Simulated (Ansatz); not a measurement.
C3H8GaN at its PBE0-D4/def2-TZVP geometry, where that method's forces vanish. Charge 0, multiplicity 1. The bonds changed during the relaxation, so this is another structure than the one it started from.

```xyz
13

C     1.5792    0.8451    0.5429
C     0.6944    0.9045   -0.7019
Ga   -1.2285    1.5405   -0.2456
C    -1.3153   -1.6635    0.1740
N    -1.9936   -0.7024   -0.2911
H     2.6296    0.6289    0.3169
H     1.2457    0.0785    1.2522
H     1.5657    1.7927    1.0930
H     0.7063   -0.0526   -1.2379
H     1.1029    1.6439   -1.4031
H    -1.7579   -2.5790    0.5724
H    -0.2299   -1.5769    0.1875
H    -2.9986   -0.8596   -0.2595
```

(1) What forces (eV/Å) does r2SCAN-D4/def2-TZVPP give on these atoms in Ansatz 0.2.0? (Estimate.)

## Answers

(1) The calculation gave: 
```
C1   0.055  0.003  0.128
C2  -0.125  0.039 -0.121
Ga3  0.004 -0.254  0.022
C4   0.247 -0.322  0.169
N5  -0.146  0.537 -0.186
H6  -0.001  0.002  0.000
H7   0.003  0.016 -0.011
H8   0.002 -0.014 -0.007
H9  -0.010 -0.001  0.001
H10  0.014 -0.006  0.000
H11  0.002  0.000  0.017
H12 -0.007  0.001 -0.006
H13 -0.039 -0.001 -0.007
```
